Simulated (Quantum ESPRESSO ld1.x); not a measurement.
Ru2+, 42 electrons, occupied as [Ar] 3d10 4s2 4p5.75 4d6 5s0.25 (fractional occupations, a model configuration). All-electron calculation, Dirac Kohn-Sham, BLYP, spin-unpolarised, spherical densities, point nucleus; open shells are shared between the two j in proportion to 2j + 1. Program: ld1.x of Quantum ESPRESSO 7.5.

Radial electron density D(r) = 4 pi r^2 rho(r):

r (bohr),D(r) (e/bohr)
0.001757,2.685
0.002045,3.490
0.002362,4.458
0.002728,5.670
0.003151,7.176
0.003638,9.029
0.004202,11.29
0.004853,14.00
0.005604,17.21
0.006525,21.17
0.007535,25.45
0.008702,30.18
0.01005,35.24
0.01161,40.43
0.0134,45.45
0.01548,49.94
0.01788,53.50
0.02081,55.83
0.02404,56.41
0.02776,55.43
0.03206,53.22
0.03702,50.54
0.04276,48.45
0.04938,48.08
0.05703,50.24
0.06639,55.26
0.07667,61.50
0.08855,67.10
0.1023,69.70
0.1181,67.74
0.1364,61.47
0.1575,53.27
0.1819,46.76
0.2118,44.88
0.2446,47.95
0.2825,52.61
0.3262,54.29
0.3767,49.98
0.4351,40.15
0.5025,28.42
0.5803,19.03
0.6756,14.10
0.7802,13.38
0.9011,13.97
1.041,13.67
1.202,11.80
1.388,8.951
1.603,6.075
1.851,3.777
2.155,2.128
2.489,1.163
2.874,0.5938
3.319,0.2763
3.834,0.1134
4.427,0.03945
5.113,0.01120
5.905,0.002510
6.874,0.0003837

D(r) has 4 maxima, at r = 0.0235, 0.104, 0.318, 0.945 bohr, and minima at 0.0471, 0.207, 0.756 bohr, inside which lie 2.05, 11.17, 29.20 electrons.
